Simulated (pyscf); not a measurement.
PySCF, gas phase, ωB97X-D3(BJ)/def2-SVP geometries.

Problem. How much does it cost (ΔH, 298 K, ωB97M-D3(BJ)/def2-TZVP) to split H₃C–CH(CH₃)–O–Au (SMILES CC(C)[O][Au]) at its Au–O bond into H₃C–CH(CH₃)–O• + Au•?

Solution. Au–O to H₃C–CH(CH₃)–O• + Au•: 154.2 kJ/mol. The 7 functionals that were run give +142.6 (M06-2X) to +180.9 kJ/mol (PBE). H₃C–CH(CH₃)–O• lies 21.4 kJ/mol over its isomer H₃C–CH₂–CH•–OH (electronic energy, ωB97M-D3(BJ)). Open-shell species with a d-block atom are single-reference here; other states, and whether the spin sits on metal or ligand, were not checked. Elements past Kr carry the def2 core potentials, without spin-orbit coupling.
